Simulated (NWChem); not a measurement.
C₂H₄BNO₂; SMILES O=C=NB(O)C

```xyz
10

B     -0.0768     0.9573    -0.0021
C      1.2453     1.8131    -0.0002
H      1.8880     1.5211    -0.8465
H      1.8274     1.5966     0.9111
H      1.0821     2.9004    -0.0504
N      0.0026    -0.4733    -0.0012
C     -0.0051    -1.6666    -0.0003
O      0.0073    -2.8357     0.0005
O     -1.3265     1.4837     0.0005
H     -1.3189     2.4455    -0.0002
```
Atoms are numbered in this order, from 1.

Results from NWChem. Coordinates come from a PBE0/def2-SVP optimisation.

Task: Taking B3LYP/pcseg-2 as the yardstick, which of these has the fewest basis functions while keeping “highest occupied level (eV)” within 0.1 eV of it: B3LYP/pcseg-1; B3LYP/STO-3G; B3LYP/aug-pcseg-1; B3LYP/def2-SVP?

Result: B3LYP/pcseg-1.
```json
[
 {"level": "B3LYP/STO-3G", "basis functions": "34", "highest occupied level (eV)": "-4.98", "relative time (rough)": "1"},
 {"level": "B3LYP/pcseg-1", "basis functions": "104", "highest occupied level (eV)": "-8.18", "relative time (rough)": "3"},
 {"level": "B3LYP/def2-SVP", "basis functions": "104", "highest occupied level (eV)": "-7.98", "relative time (rough)": "3"},
 {"level": "B3LYP/aug-pcseg-1", "basis functions": "174", "highest occupied level (eV)": "-8.25", "relative time (rough)": "9"},
 {"level": "B3LYP/pcseg-2", "basis functions": "236", "highest occupied level (eV)": "-8.24", "relative time (rough)": "20"}
]
```

The yardstick is one finite set, not the basis-set limit.
